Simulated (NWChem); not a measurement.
System: SiH4O4; SMILES O[Si](O)(O)O

```xyz
9

O     -0.2649    -1.3792     0.8670
Si     0.0000     0.0000     0.0000
O      1.3792    -0.2649    -0.8670
O     -1.3792     0.2649    -0.8670
O      0.2649     1.3792     0.8670
H      0.5420    -1.8330     1.1486
H      1.8330     0.5420    -1.1486
H     -1.8330    -0.5420    -1.1486
H     -0.5420     1.8330     1.1486
```
Atoms are numbered in this order, from 1.

Level: B3LYP/6-31G* (spherical d) (NWChem), optimised geometry, unscaled harmonic frequencies. 

Question: List the harmonic frequencies with IR intensities, and the thermochemistry.

Answer: 
| frequency (cm⁻¹) | IR intensity (km/mol) |
|---|---|
| 206 | 0.0 |
| 208 | 154.4 |
| 284 | 12.8 |
| 284 | 12.8 |
| 295 | 0.0 |
| 356 | 6.4 |
| 368 | 89.6 |
| 368 | 89.6 |
| 417 | 247.2 |
| 759 | 0.0 |
| 867 | 0.0 |
| 870 | 207.2 |
| 870 | 207.2 |
| 880 | 316.4 |
| 941 | 56.0 |
| 1020 | 292.9 |
| 1020 | 292.9 |
| 3802 | 115.5 |
| 3802 | 115.5 |
| 3803 | 45.3 |
| 3805 | 0.0 |

| Property | Value |
|---|---|
| zero-point energy | 36.0 kcal/mol |
| thermal correction to the enthalpy at 298.15 K (with zero-point energy) | 41.0 kcal/mol |
| heat capacity Cv | 24.8 cal/(mol K) |
| entropy at 298.15 K and 1 atm (symmetry number 2) | 78.3 cal/(mol K) |
| dipole moment | 0.00 D |

Rigid rotor and harmonic oscillator.
